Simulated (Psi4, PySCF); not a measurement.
Here is a job for Psi4.
```
memory 2 GB

molecule mol {
0 1
  Li    0.952825    1.839100    1.901016
  O     0.432552    0.834893    0.863001
  C    -0.035026   -0.067605   -0.069881
  C     1.009963   -1.173501   -0.300873
  C    -1.341387   -0.709986    0.429250
  C    -0.307909    0.649476   -1.403933
  H     0.658894   -1.895049   -1.033882
  H     1.208243   -1.683966    0.639096
  H     1.936718   -0.725713   -0.653071
  H    -1.155500   -1.218008    1.373067
  H    -1.725533   -1.425014   -0.293488
  H    -2.084437    0.066966    0.595546
  H     0.611900    1.106872   -1.761945
  H    -1.045512    1.433593   -1.247299
  H    -0.677517   -0.046428   -2.152459
}

set basis def2-svp
set reference rks
set scf_type pk
set puream true
set d_convergence 1e-8
set dft_radial_points 99
set dft_spherical_points 590

energy('pbe0')
print_variables()
```

### Question
Convert this to an input for PySCF.

### Answer
This is not unique; one that fits is 
```python
from pyscf import gto, scf, dft

mol = gto.M(
    atom='''
Li    0.952825    1.839100    1.901016
O     0.432552    0.834893    0.863001
C    -0.035026   -0.067605   -0.069881
C     1.009963   -1.173501   -0.300873
C    -1.341387   -0.709986    0.429250
C    -0.307909    0.649476   -1.403933
H     0.658894   -1.895049   -1.033882
H     1.208243   -1.683966    0.639096
H     1.936718   -0.725713   -0.653071
H    -1.155500   -1.218008    1.373067
H    -1.725533   -1.425014   -0.293488
H    -2.084437    0.066966    0.595546
H     0.611900    1.106872   -1.761945
H    -1.045512    1.433593   -1.247299
H    -0.677517   -0.046428   -2.152459
''',
    basis='def2-svp',
    charge=0,
    spin=0,
    verbose=4,
)

mf = dft.RKS(mol)
mf.xc = 'pbe0'
mf.grids.atom_grid = (99, 590)
mf.grids.prune = None
mf.kernel()
```

Both were run: Psi4 gave -240.156116 Eh and PySCF -240.156118 Eh, 0.002 mEh apart.
